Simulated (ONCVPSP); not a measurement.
**Configuration tests for Co (ONCV)**

Co (Z = 27), optimised norm-conserving Vanderbilt (ONCV), made with ONCVPSP 4.0.1 (PBE, scalar-relativistic). Core [Ne], reference 3s2 3p6 3d7 (charge +2). Waves: 3s: rc 1.10 bohr, ncon 5, nbas 8, qcut 9.1 1/bohr, 2 projectors, debl 2.1 Ha; 3p: rc 0.90 bohr, ncon 4, nbas 7, qcut 7.7 1/bohr, 2 projectors, debl 3.9 Ha; 3d: rc 1.60 bohr, ncon 4, nbas 9, qcut 11.2 1/bohr, 1 projector. Local part: polynomial inside 0.55 bohr (lpopt 2, dvloc0 1 Ha). Core correction: none.

In the s channel the program set the typed energies aside and used -4.464, 0.250 Ha.

Energies are relative to the spin-unpolarised reference configuration 3s2 3p6 3d7; without spin polarisation the order of configurations can differ from experiment.

| valence configuration | charge | ΔE all-electron (eV) | error AE − PS (meV) |
| --- | --- | --- | --- |
| 3s2 3p6 3d7 4s2 | 0 | -25.816 | +11 |
| 3s2 3p6 3d7 4s1 | +1 | -16.786 | +3.9 |
| 3s2 3p6 3d6 | +3 | 35.870 | +36 |

**Question.** What are ΔE and the potential's error for 3s1 3p6 3d7 4s2?

**Answer.** ΔE = 84.686 eV all-electron; the error (AE − PS) is -269 meV.
